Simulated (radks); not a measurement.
Values are calculated unless marked as measured or tabulated.
Coulomb parameter of the 4f shell of the samarium ion Sm3+ in the model configuration [Xe] 4f3.5 6s1.5, as a second difference U = [E(n + 0.5) + E(n - 0.5) - 2 E(n)] / (0.5)^2 with all orbitals relaxed. "Bare": the charge of the atom changes with n. "Screened": the 6s shell takes up the change at fixed total charge, which measures U(4f,4f) + U(6s,6s) - 2 U(4f,6s). Level of theory: Dirac Kohn-Sham, PBE, spin-unpolarised, spherical densities, finite nucleus; open shells are shared between the two j in proportion to 2j + 1; Fermi nuclear charge, rms radius 5.0819 fm (a radial shooting solver on a logarithmic mesh with Libxc functionals).

| case | configuration | E - E(n) (eV) |
|---|---|---|
| start | [Xe] 4f3.5 6s1.5 | 0.000 |
| bare +0.5 | [Xe] 4f4 6s1.5 | -21.472 |
| bare -0.5 | [Xe] 4f3 6s1.5 | 26.557 |
| screened +0.5 | [Xe] 4f4 6s1 | -10.174 |
| screened -0.5 | [Xe] 4f3 6s2 | 12.427 |

U(bare) = 20.339 eV, U(screened by 6s) = 9.013 eV.
